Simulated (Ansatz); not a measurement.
Cartesian coordinates in Å:
```
C 0.4386 0.2715 -2.9705
N 0.7076 -0.1262 -1.6112
C 1.9383 -0.8621 -1.5127
Sc -0.5976 0.3847 -0.1900
N -2.2271 1.4322 -0.7078
N -0.3424 -0.1086 1.7273
C -1.3350 0.3088 2.6858
C 0.7168 -0.8491 2.3563
H -0.5012 0.8325 -3.0386
H 0.3482 -0.5930 -3.6478
H 1.2310 0.9183 -3.3804
H 1.9224 -1.7812 -2.1207
H 2.1374 -1.1611 -0.4791
H 2.8039 -0.2713 -1.8537
H -2.9624 1.7523 -0.0903
H -2.4759 1.7447 -1.6379
H -1.8043 -0.5458 3.1993
H -2.1400 0.8730 2.1997
H -0.9118 0.9594 3.4680
H 1.2392 -0.2559 3.1243
H 1.4669 -1.1635 1.6242
H 0.3472 -1.7595 2.8557
```

Total charge 0; spin multiplicity 1.

(1) List the r2SCAN/def2-TZVPP orbital energies in eV (the Gaussian-basis code of Ansatz). (Estimate.)

Results:

(1) The calculation gave: Occupied: -4387.75, -474.34, -390.19, -390.17, -390.16, -384.22, -384.22, -383.76, -273.38, -273.38, -273.32, -273.32, -54.12, -32.55, -32.47, -32.45, -22.76, -22.65, -20.50, -18.06, -18.00, -15.24, -15.15, -11.57, -11.32, -11.09, -11.09, -11.06, -11.03, -10.87, -9.47, -9.46, -9.07, -8.75, -8.21, -7.24, -7.06, -5.62, -4.95, -4.73. Lowest empty: -1.53, -0.15, -0.13, -0.03, 0.22, 0.49, 1.07, 1.45.
